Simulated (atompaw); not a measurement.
**An all-electron radial function and its pseudo partner (silver)**

Columns: radius, all-electron u(r) and pseudo u(r) of the 5p shell (level -14.48 eV) of silver in the configuration [Ar] 3d10 4s2 4p6 4d9 5s0 5p0; LDA (PW92), scalar-relativistic, PAW (atompaw) scheme, atompaw 4.2.0.5.

```
r (bohr)  all-electron   pseudo
   0.073       -0.1240  -0.0017
   0.146        0.0190  -0.0068
   0.219        0.1624  -0.0147
   0.292        0.1816  -0.0247
   0.365        0.1055  -0.0357
   0.438       -0.0106  -0.0466
   0.512       -0.1269  -0.0564
   0.585       -0.2177  -0.0634
   0.658       -0.2761  -0.0668
   0.731       -0.3020  -0.0655
   0.804       -0.2993  -0.0588
   0.877       -0.2735  -0.0461
   0.950       -0.2305  -0.0272
   1.023       -0.1755  -0.0020
   1.096       -0.1129   0.0290
   1.169       -0.0462   0.0653
   1.242        0.0220   0.1061
   1.315        0.0896   0.1503
   1.388        0.1553   0.1969
   1.462        0.2188   0.2454
   1.535        0.2777   0.2934
   1.608        0.3324   0.3405
   1.681        0.3826   0.3860
   1.754        0.4282   0.4291
   1.827        0.4692   0.4693
   1.900        0.5056   0.5056
```

**Question.** How many radial nodes do the two functions have?

**Answer.** The all-electron 5p function has n − l − 1 = 3; the pseudo-wave has 1, since 1 lower shell of the same l stays in the valence.

**Question.** Is the pseudo-wave norm-conserving?

**Answer.** No, it belongs to a PAW set: the norm inside the radius is not constrained, and the difference is carried by the augmentation charge.
